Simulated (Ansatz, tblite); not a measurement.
Isomers of Mo₃Se₅ (singlet), found by a short tight-binding search and relaxed with PBE-D4/def2-SVP in Ansatz.

In the def2 sets Mo takes a core potential; there is no spin–orbit coupling. The xTB rows come from tblite. B3LYP takes the VWN-RPA correlation.

Run but left out: HF/STO-3G (A: restricted singlet, unstable in another Hartree–Fock run and untested here); HF/def2-SVP, MP2/def2-SVP (A: restricted singlet, unstable towards broken spin symmetry).

A further structure is left out (at the level of its geometry, an occupied level 0.08 eV above an empty one); at PBE0-D4/def2-TZVP its energy lies 3.41 eV above the lowest shown.

A: The restricted singlet is unstable towards broken spin symmetry in Hartree–Fock (as tested in another run); at PBE-D4/def2-SVP, PBE-D4/def2-TZVP, r2SCAN-D4/def2-TZVP, B3LYP-D4/def2-TZVP and others this wasn't settled. B: The restricted singlet is unstable towards broken spin symmetry in Hartree–Fock (as tested in another run); at PBE-D4/def2-SVP, PBE-D4/def2-TZVP, r2SCAN-D4/def2-TZVP, B3LYP-D4/def2-TZVP and others this wasn't settled.

Other spin states weren't relaxed.

A:

```xyz
8

Mo   -0.746    1.448    0.092
Mo    1.147    0.600    0.995
Mo   -0.148   -1.083   -0.708
Se   -1.020   -3.185   -0.862
Se    0.441    2.871    1.776
Se    2.281   -0.798   -0.684
Se   -0.956    0.654   -2.228
Se   -0.999   -0.508    1.619
```

B:

Cartesian coordinates in Å:
```
Mo 0.3161 -1.0826 0.9007
Mo 0.6413 -0.6330 -1.3261
Mo -1.2852 0.5024 -0.3090
Se 1.9453 0.3336 2.0066
Se -2.0583 -1.1483 1.4106
Se 2.8264 -0.2536 -0.1916
Se -0.9056 2.7027 0.1055
Se -1.4801 -0.4212 -2.5967
```

**Question.** Estimate their order by electronic energy at PBE0-D4/def2-TZVP, counted from the lowest.

**Answer.** A (0.00) < B (2.24), in eV.

**Question.** Do the other levels pick the same lowest one?

**Answer.** Not GFN1-xTB. Energies above each level's lowest (eV):

```csv
level,A,B
GFN1-xTB,1.41,0.00
GFN2-xTB,0.00,0.00
PBE-D4/def2-SVP,0.00,2.01
PBE-D4/def2-TZVP,0.00,2.01
r2SCAN-D4/def2-TZVP,0.00,2.14
B3LYP-D4/def2-TZVP,0.00,2.01
PBE0-D4/def2-SVP,0.00,2.25
PBE0-D4/def2-TZVP,0.00,2.24
```
Point groups (tolerance 0.1 Å): A Cs, B not assigned. Lower isomers may exist.
